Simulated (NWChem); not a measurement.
System: C₂H₇FOSi; SMILES O(C[SiH2]F)C

Input file for NWChem:

```
start job
memory heap 200 mb stack 900 mb global 1100 mb
geometry units angstroms noautosym nocenter noautoz
  C      0.534509    -2.307672     0.403636
  O     -0.206954    -1.527944    -0.486692
  C     -0.772517    -0.368120     0.090411
  Si     0.389009     1.078905    -0.272062
  F     -0.123063     2.408226     0.522817
  H     -0.098863    -2.715504     1.216278
  H      1.368145    -1.747489     0.870135
  H      0.958378    -3.148462    -0.163238
  H     -1.753818    -0.192290    -0.382971
  H     -0.968083    -0.493498     1.173071
  H      0.389776     1.384810    -1.728756
  H      1.771191     0.768063     0.190550
end
basis spherical
  C library 6-31g*
  O library 6-31g*
  Si library 6-31g*
  F library 6-31g*
  H library 6-31g*
end
dft
  xc pbe0
  iterations 150
end
cosmo
  do_cosmo_smd true
  solvent propanol
end
task dft energy
```

Excerpt of the output:

```
             Northwest Computational Chemistry Package (NWChem) 7.3.0
             --------------------------------------------------------

                             Geometry "geometry" -> ""
                             -------------------------

 Output coordinates in angstroms (scale by  1.889725989 to convert to a.u.)

  No.       Tag          Charge          X              Y              Z
 ---- ---------------- ---------- -------------- -------------- --------------
    1 C                    6.0000     0.53450900    -2.30767200     0.40363600
    2 O                    8.0000    -0.20695400    -1.52794400    -0.48669200
    3 C                    6.0000    -0.77251700    -0.36812000     0.09041100
    4 Si                  14.0000     0.38900900     1.07890500    -0.27206200
    5 F                    9.0000    -0.12306300     2.40822600     0.52281700
    6 H                    1.0000    -0.09886300    -2.71550400     1.21627800
    7 H                    1.0000     1.36814500    -1.74748900     0.87013500
    8 H                    1.0000     0.95837800    -3.14846200    -0.16323800
    9 H                    1.0000    -1.75381800    -0.19229000    -0.38297100
   10 H                    1.0000    -0.96808300    -0.49349800     1.17307100
   11 H                    1.0000     0.38977600     1.38481000    -1.72875600
   12 H                    1.0000     1.77119100     0.76806300     0.19055000

 Effective nuclear repulsion energy (a.u.)     240.8883443717

                                 NWChem DFT Module
                                 -----------------

 Summary of "ao basis" -> "ao basis" (spherical)
 ------------------------------------------------------------------------------
       Tag                 Description            Shells   Functions and Types
 ---------------- ------------------------------  ------  ---------------------
 C                           6-31g*                  6       14   3s2p1d
 O                           6-31g*                  6       14   3s2p1d
 Si                          6-31g*                  8       18   4s3p1d
 F                           6-31g*                  6       14   3s2p1d
 H                           6-31g*                  2        2   2s

 in cosmo_initialize ...
 calling solv_data for solv:propanol

 solvent parameters
 solvname_short: propanol
 solvname_long:  1-propanol
 dielec:       20.5240
 dielecinf:     1.9182
 nonaqueous SMD model solvent descriptors
 dielec:       20.5240
 sola:          0.3700
 solb:          0.4800
 solc:          0.0000
 solg:         33.5700
 solh:          0.0000
 soln:          1.3850

          ---------------
          -cosmo- solvent
          ---------------
 Cosmo: York-Karplus, doi: 10.1021/jp992097l
 dielectric constant -eps-     =  20.52
 screen = (eps-1)/(eps    )    =   0.95128
 surface charge correction     = lagrangian

   van der Waals surface
 --------------------------

[...]

                                COSMO-SMD solvation results
                                ---------------------------

             internal energy in gas <Psi(g)|H|Psi(g)> =      -544.587910997607
         internal energy in solvent <Psi(s)|H|Psi(s)> =      -544.586964929454
                               delta internal energy  =         0.000946068152 (    0.59 kcal/mol)
   total free energy in solvent <Psi(s)|H+V/2|Psi(s)> =      -544.595094069069
 polarization energy contribution <Psi(s)|V/2|Psi(s)> =        -0.008129139615 (   -5.10 kcal/mol)
    total free energy in solvent including G(SMD-CDS) =      -544.593390607907
                       G(SMD-CDS) energy contribution =         0.001703461162 (    1.07 kcal/mol)
     1 M fixed-concentration free energy of solvation =        -0.005479610301 (   -3.44 kcal/mol)

                       DFT Final Molecular Orbital Analysis
                       ------------------------------------

 Vector   23  Occ=2.000000D+00  E=-3.453922D-01
              MO Center=  3.8D-01,  2.2D-01, -4.7D-01, r^2= 4.7D+00
   Bfn.  Coefficient  Atom+Function         Bfn.  Coefficient  Atom+Function
  ----- ------------  ---------------      ----- ------------  ---------------
    86      0.298768  11 H  s                51     -0.259720   4 Si pz
    19      0.233585   2 O  pz               85      0.218520  11 H  s
    65      0.194424   5 F  pz               88     -0.188722  12 H  s
    23      0.170894   2 O  pz               32     -0.159890   3 C  py
     5     -0.153600   1 C  pz               69      0.151005   5 F  pz

 Vector   24  Occ=2.000000D+00  E=-3.339325D-01
              MO Center=  3.2D-02, -7.7D-01, -1.8D-01, r^2= 3.7D+00
   Bfn.  Coefficient  Atom+Function         Bfn.  Coefficient  Atom+Function
  ----- ------------  ---------------      ----- ------------  ---------------
    19      0.385002   2 O  pz               23      0.288878   2 O  pz
    33     -0.212255   3 C  pz               88      0.202968  12 H  s
     5     -0.198239   1 C  pz               20     -0.192501   2 O  s
    84     -0.156455  10 H  s                86     -0.149627  11 H  s
    83     -0.145070  10 H  s                87      0.126642  12 H  s

 Vector   25  Occ=2.000000D+00  E=-2.572225D-01
              MO Center= -1.5D-01, -9.9D-01, -1.2D-01, r^2= 2.6D+00
   Bfn.  Coefficient  Atom+Function         Bfn.  Coefficient  Atom+Function
  ----- ------------  ---------------      ----- ------------  ---------------
    17      0.411979   2 O  px               21      0.331426   2 O  px
    18      0.281637   2 O  py               22      0.235561   2 O  py
    49      0.189600   4 Si px               31     -0.180831   3 C  px
    78     -0.174666   7 H  s                76      0.157485   6 H  s
    48     -0.153145   4 Si s                32     -0.148054   3 C  py

 Vector   26  Occ=0.000000D+00  E= 1.959845D-02
              MO Center=  3.6D-01,  8.7D-01, -2.7D-01, r^2= 4.2D+00
   Bfn.  Coefficient  Atom+Function         Bfn.  Coefficient  Atom+Function
  ----- ------------  ---------------      ----- ------------  ---------------
    54      0.804538   4 Si py               66     -0.448081   5 F  s
    20      0.400550   2 O  s                55      0.351750   4 Si pz
    50      0.337302   4 Si py               36      0.254700   3 C  py
    53     -0.177547   4 Si px               88      0.166214  12 H  s
    51      0.149395   4 Si pz                9      0.137635   1 C  pz

 Vector   27  Occ=0.000000D+00  E= 7.423852D-02
              MO Center=  1.0D-01,  8.4D-01, -6.9D-02, r^2= 5.5D+00
   Bfn.  Coefficient  Atom+Function         Bfn.  Coefficient  Atom+Function
  ----- ------------  ---------------      ----- ------------  ---------------
    34      1.227947   3 C  s                53      0.988594   4 Si px
    55     -0.535922   4 Si pz               54      0.512033   4 Si py
     6      0.486317   1 C  s                36      0.402973   3 C  py
    82     -0.359411   9 H  s                86     -0.346514  11 H  s
    52     -0.343287   4 Si s                88     -0.330553  12 H  s

 Vector   28  Occ=0.000000D+00  E= 1.155106D-01
              MO Center=  1.2D-01,  8.1D-01,  2.2D-02, r^2= 4.2D+00
   Bfn.  Coefficient  Atom+Function         Bfn.  Coefficient  Atom+Function
  ----- ------------  ---------------      ----- ------------  ---------------
    88     -0.978520  12 H  s                55      0.972590   4 Si pz
    86      0.824038  11 H  s                53      0.772729   4 Si px
    82      0.577770   9 H  s                51      0.325304   4 Si pz
    35      0.302136   3 C  px               20     -0.278254   2 O  s
    49      0.258366   4 Si px               84     -0.258167  10 H  s

     Multipole analysis of the density
     ---------------------------------

     L   x y z        total         alpha         beta         nuclear
     -   - - -        -----         -----         ----         -------
     0   0 0 0     -0.000000    -25.000000    -25.000000     50.000000

     1   1 0 0      0.060507     -2.730263     -2.730263      5.521033
     1   0 1 0     -0.646374     -2.549312     -2.549312      4.452251
     1   0 0 1      0.430107     -0.864264     -0.864264      2.158634

     2   2 0 0    -26.659280    -45.459603    -45.459603     64.259926
     2   1 1 0     -1.006361      3.747980      3.747980     -8.502321
     2   1 0 1     -0.081481      0.434303      0.434303     -0.950086
     2   0 2 0    -30.446462   -270.667142   -270.667142    510.887822
     2   0 1 1     -3.203452     -2.173954     -2.173954      1.144457
     2   0 0 2    -28.317360    -37.778769    -37.778769     47.240179
```

Level: PBE0/6-31G* (spherical d), SMD on the gas-phase geometry. Coordinates come from a PBE0/def2-SVP optimisation. No frequency run checked for a minimum. Solvent: 1-propanol.
